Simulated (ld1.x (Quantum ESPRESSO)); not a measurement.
**LDA (PZ) PAW dataset for Ti, scalar-relativistic all-electron reference.**

titanium, PAW, made with ld1.x (Quantum ESPRESSO) 7.5 (LDA (PZ), scalar-relativistic). Core [Ne], reference 3s2 3p6 3d2 4s1.75 4p0.25. Waves: 3s (bound): rcut 1.55, rcutus 2.00 bohr; 4s (bound): rcut 1.55, rcutus 2.00 bohr; 3p (bound): rcut 1.50, rcutus 1.70 bohr; 4p (bound): rcut 1.50, rcutus 1.70 bohr; 3d (bound): rcut 1.40, rcutus 1.90 bohr; 3d channel at 2.35 Ry: rcut 1.40, rcutus 1.90 bohr. Local part: all-electron potential smoothed inside 1.60 bohr (lloc = -1). Core correction: Bessel-smoothed model core, default radius (core density twice the valence density). Augmentation charge: PSQ, inside the norm-conserving radii.

All-electron outer shells of the reference configuration (LDA (PZ), scalar-relativistic, ld1.x):

| shell | level (eV) | outermost node (bohr) | outermost maximum (bohr) |
| --- | --- | --- | --- |
| 2s | -535.81 | 0.09 | 0.27 |
| 2p | -444.32 | – | 0.22 |
| 3s | -62.61 | 0.40 | 0.87 |
| 3p | -39.13 | 0.37 | 0.90 |
| 4s | -4.81 | 1.24 | 2.88 |
| 3d | -4.79 | – | 0.97 |
| 4p | -1.71 | 1.39 | 3.80 |

What the tests gave:

- Largest excitation error: +24 meV (all-electron minus pseudo) for 3s2 3p6 3d0 4s0 4p0, out of 7 test configurations
- Lowest eigenvalue of the overlap operator: -0.01 (s channel); it is negative, so in a basis up to 400 Ry S is not positive definite and the file is unfit for use
- Density cutoff estimated by the generator: 217 Ry

The ghost test of this file was not conclusive. Its overlap operator is not positive definite in a basis up to 400 Ry (lowest eigenvalue s -0.01), so the file is unfit for use: the generalised eigenproblem breaks down once the basis is large enough, and its test numbers describe a broken file.

Generation and tests took about 5.3 s on one core of a shared server CPU.
